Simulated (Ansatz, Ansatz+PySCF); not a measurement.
```xyz
2

Cl    0.0000    0.0000   -0.5689
F     0.0000    0.0000    1.0746
```

Basis set: def2-SVP (spherical functions). Frozen core: 6 orbitals. Charge 0, multiplicity 1.

Computed with Ansatz (development build ahead of 0.2.0); each method stands on the lowest determinant of its kind that the runs found. Restricted open shells among the atoms or ions are ROHF, correlated in semicanonical orbitals with singles. Restricted functionals stand beside restricted open-shell atoms, which can lie above the unrestricted atoms usual in DFT and then raise those values.

The atomization energy at this shape (free ground-state atoms in the same class of orbitals less the molecule, no zero-point energy) of singlet ClF:

```tsv
method	atomization energy
ωB97X (restricted)	2.51 eV
ωB97X (unrestricted)	2.43 eV
r²SCAN (restricted)	2.58 eV
r²SCAN (unrestricted)	2.46 eV
PBE0 (unrestricted)	2.41 eV
PBE0 (restricted)	2.49 eV
PBE (restricted)	3.01 eV
PBE (unrestricted)	2.95 eV
RHF-CCSD	1.89 eV
RHF-MP2	2.18 eV
RHF	0.28 eV
UHF	0.07 eV
```

Problem. What does RHF-CCSD(T) give?

Solution. 2.01 eV.
